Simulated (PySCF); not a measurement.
A compound of formula C20H16O4S has these computed shifts in ppm, with the number of atoms in brackets (GIAO KT3/pcSseg-1, gas phase, PySCF SCF with an in-house response code, fitting set def2-universal-JFIT, grid level 2, non-relativistic, geometry: GFN2-xTB; 13C, 1H against isolated TMS; 17O against isolated H2O; 33S against isolated CS2).

17O: 543.8 (1), 241.7 (1), 237.5 (1), 225.8 (1)
13C: 194.8 (1), 135.1 (1), 133.4 (1), 126.6 (1), 126.2 (1), 125.0 (1), 124.9 (2), 123.6 (1), 122.8 (2), 122.1 (2), 122.1 (2), 121.9 (2), 121.4 (2), 83.3 (1)
1H: 8.07 (2), 7.74 (2), 7.70 (2), 7.57 (2), 7.56 (1), 7.43 (1), 7.42 (2), 7.39 (1), 7.36 (2), 6.25 (1)
33S: 302.9 (1)

Question: Which structure gave them?

Answer: O=C(c1ccccc1)[C@@H](OS(=O)(=O)c1ccccc1)c1ccccc1. Other isomers were not compared.
